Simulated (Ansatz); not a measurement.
```json
{"atom": "Ca", "x (Å)": "0.0000", "y (Å)": "0.0000", "z (Å)": "0.0000"}
{"atom": "Li", "x (Å)": "0.0000", "y (Å)": "0.0000", "z (Å)": "5.4720"}
```

Basis set: pcseg-2 (spherical functions). Charge 0, multiplicity 2.

Computed with Ansatz (development build ahead of 0.2.0); each method stands on the lowest determinant of its kind that the runs found. Restricted functionals stand beside restricted open-shell atoms, which can lie above the unrestricted atoms usual in DFT and then raise those values.

The atomization energy at this shape (free ground-state atoms in the same class of orbitals less the molecule, no zero-point energy) of doublet CaLi:

```csv
method,atomization energy
PBE0 (restricted open-shell),0.05 eV
PBE (unrestricted),0.06 eV
```

Q: What does ROHF give?

A: 0.00 eV.

The shape needn't be a minimum at these levels.
